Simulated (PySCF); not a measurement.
Computed shifts of a molecule C₅H₅F, PBE/pcSseg-1 run with PySCF, GIAO, gas phase, atoms alike by connectivity averaged where their shifts nearly agree, in ppm (number of nuclei): ¹⁹F: -270.0 (1). ¹³C: 144.3 (2), 140.6 (2), 107.0 (1). ¹H: 6.86 (2), 6.66 (2), 6.02 (1). References: ¹⁹F against CFCl3 (σ = 133.6 ppm); ¹³C against TMS (σ = 182.0 ppm); ¹H against TMS (σ = 31.49 ppm), references at their B3LYP-D3(BJ)/def2-TZVP geometries, non-relativistic. Coordinates come from a B3LYP-D3(BJ)/def2-SVP optimisation. Other conformers were not sampled.

### Question
Pick the molecule that these values belong to.
(A) C#C[C@H](F)C=C
(B) FC1C=CC=C1
(C) C=C=C(F)C=C
(D) C=C(F)C#CC

### Answer
B, FC1C=CC=C1
